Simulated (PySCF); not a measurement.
`InChI=1S/C8H9BrO/c1-2-10-8-6-4-3-5-7(8)9/h3-6H,2H2,1H3`

Cartesian coordinates in Å; atom numbers follow the order of the lines, from 1:
```xyz
19

C     2.3799   -0.1812   -0.8178
C     1.7990   -0.7148    0.4751
O     0.6170   -1.4609    0.2743
C    -0.5490   -0.8421    0.0348
C    -0.7492    0.5427    0.0969
C    -2.0078    1.0908   -0.1452
C    -3.0898    0.2735   -0.4554
C    -2.9061   -1.1073   -0.5220
C    -1.6528   -1.6580   -0.2814
Br   -1.4153   -3.5234   -0.3740
H     2.5505   -1.0063   -1.5245
H     1.7120    0.5469   -1.3006
H     3.3431    0.3143   -0.6240
H     1.6244    0.0925    1.2087
H     2.4969   -1.4243    0.9423
H     0.0839    1.2037    0.3374
H    -2.1351    2.1743   -0.0901
H    -4.0754    0.7015   -0.6474
H    -3.7378   -1.7715   -0.7633
```

Method used: PySCF 2.14.0, quadratic response CAM-B3LYP/aug-cc-pVDZ first hyperpolarisability, Taylor convention, gas phase. Geometry: PBE0-D3(BJ)/def2-SVP.

The calculation is non-relativistic, which matters for the atoms heavier than Zn.

(1) What is the first hyperpolarisability, and how does it disperse?

(2) Which lowest excitations, dipole and polarisabilities go with it?

## Answers

(1) In au, Taylor convention; the vector part is βᵢ = ⅓ Σⱼ (βᵢⱼⱼ + βⱼᵢⱼ + βⱼⱼᵢ); β∥ is 3/5 of the vector part along the dipole, the dipole points from − to +:
| process | λ (nm) | β vector norm | β∥ | β HRS | depolarisation ratio |
| --- | --- | --- | --- | --- | --- |
| static β(0;0,0) | ∞ | 285.2 | -49.1 | 109.6 | 6.73 |
| second harmonic β(−2ω;ω,ω) | 1907 | 304.6 | -52.6 | 116.6 | 7.01 |
| Pockels β(−ω;ω,0) | 1907 | 291.4 | -50.3 | – | – |
| second harmonic β(−2ω;ω,ω) | 1064 | 356.2 | -62.2 | 134.9 | 7.78 |
| Pockels β(−ω;ω,0) | 1064 | 306.1 | -52.9 | – | – |

(2) S1 4.99 eV (f = 0.055); S2 5.49 eV (f = 0.003); S3 5.66 eV (f = 0.070); dipole 2.89 D; isotropic α 121.8 au static, 122.3 au at 1907 nm, 123.3 au at 1064 nm, 123.7 au at 953.5 nm, 128.3 au at 532 nm.
